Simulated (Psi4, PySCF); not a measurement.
Here is a job for Psi4.
```
memory 2 GB

molecule mol {
1 1
Se   -0.171048    0.207352    0.487115
Cl   -1.497105   -1.145492   -0.461723
Cl    0.200067    1.623498   -1.044456
Cl    1.639134   -0.892711    0.531949
}

set {
  basis 6-31g*
  reference rks
  scf_type pk
  puream true
  d_convergence 1e-8
  dft_radial_points 99
  dft_spherical_points 590
}

energy('r2scan')
print_variables()
```

Give the equivalent PySCF input.

One answer among several that fit: 
```python
from pyscf import gto, scf, dft

mol = gto.Mole()
mol.atom = '''
    Se   -0.17104784    0.20735202    0.48711478
    Cl   -1.49710513   -1.14549165   -0.46172271
    Cl    0.20006690    1.62349849   -1.04445615
    Cl    1.63913392   -0.89271087    0.53194930
'''
mol.basis = '6-31g*'
mol.charge = 1
mol.verbose = 4
mol.build()

mf = dft.RKS(mol)
mf.xc = 'r2scan'
mf.grids.atom_grid = (99, 590)
mf.grids.prune = None
mf.kernel()
```

Both were run: Psi4 gave -3781.359983 Eh and PySCF -3781.360729 Eh, 0.746 mEh apart.
